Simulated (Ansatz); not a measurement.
Species: C₆H₁₁, net charge -1, singlet state. It need not be the lowest isomer of its formula. Whether it binds its extra electron was not tested at this geometry. 
Coordinates optimised at B3LYP-D3(BJ)/def2-TZVP (Ansatz, a first-principles code):
SMILES: C(C/C=[C-]\C)C
```xyz
17

C      2.6629     0.3427     0.7299
C      1.3663     0.6905    -0.0028
C      0.4672    -0.5189    -0.2890
C     -0.7824    -0.1696    -1.0903
C     -2.0662    -0.0439    -0.7011
C     -2.4009    -0.3046     0.7578
H      3.2795     1.2268     0.9267
H      2.4500    -0.1346     1.6915
H      3.2655    -0.3603     0.1461
H      0.7913     1.4155     0.5815
H      1.6022     1.1884    -0.9510
H      0.2036    -0.9838     0.6669
H      1.0721    -1.2633    -0.8334
H     -0.5292     0.0286    -2.1436
H     -1.5877    -0.6270     1.4523
H     -2.8399     0.5994     1.2023
H     -3.1888    -1.0667     0.8330
```
Charge -1, spin multiplicity 1.

Total electronic energies in hartree. Valence correlation only, unless marked. Spin-orbit coupling is left out. No relativistic terms. CBS marks a two-point X^-3 extrapolation of the correlation energy; Hartree-Fock from the larger set. The bracket is a focal-point correction in the basis named.

```
level                                                                 program  energy (Eh)
-------------------------------------------------------------  --------------  -----------
revPBE/def2-TZVPD                                                      Ansatz   -235.19338
PBE0/6-31G*                                                            Ansatz   -234.85833
PBE0-D3(BJ)/def2-TZVPD                                         Ansatz + dftd3   -234.97838
PBE0/def2-TZVP                                                         Ansatz   -234.96257
LC-wPBE-D4/def2-TZVPD                                          Ansatz + dftd4   -235.12210
MP2/aug-cc-pVDZ                                                        Ansatz   -234.42567
MP2/cc-pVDZ                                                            Ansatz   -234.36135
MP2/aug-cc-pVTZ                                                        Ansatz   -234.64976
MP2/cc-pwCVTZ                                                          Ansatz   -234.63592
SCS-MP2/STO-3G                                                         Ansatz   -230.90623
SCS-MP2/cc-pVQZ                                                        Ansatz   -234.71411
CCSD/6-31G*                                                            Ansatz   -234.33063
CCSD/aug-cc-pVDZ                                                       Ansatz   -234.49758
CCSD/cc-pVTZ                                                           Ansatz   -234.67979
RI-MP2/CBS(aug-cc-pVTZ,aug-cc-pVQZ)+[CCSD(T)-MP2]/aug-cc-pVTZ          Ansatz    -234.8631
```

Totals of different functionals don't rank their quality; only differences between species are comparable.
